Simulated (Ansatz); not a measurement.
Si₃Ni, relaxed as a quintet with UKS r2SCAN-D4/def2-SVP in Ansatz, starting from the r2SCAN-D4/def2-SVP geometry of the neutral singlet. Force threshold 0.02 eV/Å.

At r2SCAN-D4/def2-SVP a singlet of charge 0 lies 1.03 eV below the quintet, each at its own geometry. The structure comes from a short search, and lower isomers may exist.

Start:

```
atom    x (Å)    y (Å)    z (Å)
 Ni1  -0.5323   0.3426   0.9570
 Si2   0.5696  -0.3667  -1.0240
 Si3  -1.3914   0.6797  -0.9691
 Si4   1.3541  -0.6556   1.0362
```

Problem. Estimate the energy that the relaxation releases and the steps that it takes.

Solution. 116.2 kJ/mol, in 11 steps; 43 s on 4 threads of Intel Xeon Platinum 8488C on a shared host. No frequencies were taken in this run, so the end may be a saddle point.

Problem. Does the start keep its bonding and symmetry?

Solution. By distances, no bond broke or formed. The bond that changes most is Si2–Si3, from 2.22 to 2.38 Å (atoms count from 1). Point group C2v at the start, Cs at the end, both within 0.05 Å.

Problem. Predict the relaxed structure.

Solution. 
```xyz
4

Ni   -0.789   -0.443    0.786
Si    0.386   -0.806   -1.065
Si   -0.901    1.161   -0.665
Si    1.304    0.088    0.945
```
Bond lengths: 3 × Ni–Si 2.17 to 2.22 Å; 2 × Si–Si 2.38 Å.
